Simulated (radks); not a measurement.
Question: Coherent X-ray form factor from a spherical all-electron density. All-electron calculation, Dirac Kohn-Sham, Slater X-alpha with alpha = 0.667, spin-unpolarised, spherical densities, finite nucleus; Fermi nuclear charge, rms radius of each element as measured or else 0.836 A^(1/3) + 0.57 fm. Program: a radial shooting solver on a logarithmic mesh with Libxc functionals.

| sin(theta)/lambda (1/angstrom) | f0 (electrons) |
|---|---|
| 0.05 | 59.348 |
| 0.1 | 57.511 |
| 0.15 | 54.791 |
| 0.2 | 51.576 |
| 0.25 | 48.219 |
| 0.3 | 44.973 |
| 0.4 | 39.268 |
| 0.5 | 34.652 |
| 0.6 | 30.839 |
| 0.8 | 24.840 |
| 1 | 20.626 |
| 1.25 | 17.264 |
| 1.5 | 15.011 |
| 2 | 11.344 |

The species is in the configuration that NIST lists as its ground one. Which atom or ion scatters so?

Answer: The europium ion Eu3+, [Xe] 4f6. Extrapolating in s^2 from the first two rows gives f0(0) = 60.0, near the electron count 60; among species with that count, the fall with angle is slower the higher Z, and the table is that of Z = 63; from so few rows the species is fixed only to a neighbour or two.
